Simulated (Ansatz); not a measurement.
A series at Si: from `F[Si](F)(F)S`, ligands are replaced one by one, each step taking up HCl and setting free H–F; n counts the steps. Ansatz, PBE0-D4/def2-TZVP geometries. Each molecule was computed in one conformer, which needn't be the lowest.

```json
{"n": "0", "molecule": "`F[Si](F)(F)S`", "HOMO energy, ωB97M-V/def2-TZVPP (eV)": "-10.77"}
{"n": "1", "molecule": "`F[Si](F)(S)Cl`", "HOMO energy, ωB97M-V/def2-TZVPP (eV)": "-10.62"}
{"n": "2", "molecule": "`F[Si](S)(Cl)Cl`", "HOMO energy, ωB97M-V/def2-TZVPP (eV)": "?"}
{"n": "3", "molecule": "`S[Si](Cl)(Cl)Cl`", "HOMO energy, ωB97M-V/def2-TZVPP (eV)": "-10.39"}
```

By hand: fit a straight line y = ȳ + b (n − n̄) to the 3 given rows and predict n = 2.

n̄ = 1.333, ȳ = -10.593; Σ(n − n̄)(y − ȳ) = 0.583, Σ(n − n̄)² = 4.667, so b = 0.125 eV a step. Prediction: -10.593 + (0.125) × (0.667) = -10.51 eV.

By hand: compare with the computed value, -10.54 eV, and give the steps along the whole series.

The line misses by -0.03 eV (computed minus predicted). Steps: 0.15, 0.08, 0.15 eV.

The steps differ by up to 0.07 eV without a steady trend. The highest orbital can change its character along such a series. The miss is 7.9 % of the series' range.
